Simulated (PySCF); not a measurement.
# Interval between two levels of Ge³⁺ by level of theory

Ge³⁺ [Ar] 3d10 4s1 [2S1/2, M_J = 1/2] → Ge³⁺ [Ar] 3d9 4s1 4p1 [4F9/2, M_J = 9/2], as a difference of total energies. All numbers are calculated (PySCF 2.14, the two-component X2C-1e Hamiltonian, in x2c-TZVPall-2c). Correlated levels: [Ne] frozen. "Screened" scales the spin-orbit matrix elements by Boettger's factors to mimic the two-electron term; Breit and QED terms are absent.

| method | interval between two levels (cm⁻¹) |
| --- | --- |
| GHF (spin-free) | 272920 |
| GMP2 (spin-free) | 285910 |
| GHF (screened spin-orbit) | 272110 |
| GMP2 (screened spin-orbit) | 285120 |

The labels give the starting determinants; with spin-orbit coupling the two ends relaxed to ⟨J²⟩ = 0.75, ⟨L²⟩ = 0.00, ⟨S²⟩ = 0.75 and ⟨J²⟩ = 24.76, ⟨L²⟩ = 12.01, ⟨S²⟩ = 3.75.
